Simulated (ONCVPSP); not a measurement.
Configuration tests for cerium (Ce) (ONCV)

- Element: cerium
- Generator: ONCVPSP 4.0.1
- Type: optimised norm-conserving Vanderbilt (ONCV)
- Functional: LDA (Perdew-Wang 92)
- Relativity: scalar-relativistic
- Frozen core: [Kr] 4d10
- Valence charge: 12
- Reference configuration: 4f1 5s2 5p6 5d1 6s2
- Partial waves: 5s+6s: rc 2.55 bohr, ncon 4, nbas 8, qcut 4.7 1/bohr, 2 projectors; 5p: rc 1.85 bohr, ncon 3, nbas 6, qcut 5.1 1/bohr, 2 projectors, debl 3.8 Ha; 5d: rc 3.55 bohr, ncon 4, nbas 9, qcut 5.3 1/bohr, 2 projectors, debl 1.5 Ha; 4f: rc 1.60 bohr, ncon 4, nbas 8, qcut 11.2 1/bohr, 2 projectors, debl 0.5 Ha
- Local potential: polynomial inside 1.25 bohr (lpopt 4, dvloc0 0 Ha)
- Core correction: Teter function, fcfact 5, rcfact 1.75

Energies are relative to the spin-unpolarised reference configuration 4f1 5s2 5p6 5d1 6s2; without spin polarisation the order of configurations can differ from experiment.

```csv
valence configuration,charge,ΔE all-electron (eV),error AE − PS (meV)
4f1 5s2 5p6 5d1 6s0,+2,17.606,-11
4f1 5s2 5p6 5d0 6s0,+3,36.940,-36
```

Q: What are ΔE and the potential's error for 4f1 5s2 5p6 5d1 6s1?

A: ΔE = 6.265 eV all-electron; the error (AE − PS) is -2.2 meV.

Q: What are ΔE and the potential's error for 4f1 5s2 5p5 5d1 6s2?

A: ΔE = 27.978 eV all-electron; the error (AE − PS) is -44 meV.

Note: no bound ghost flagged; GHOST(+) flagged for s at 18.6 eV.
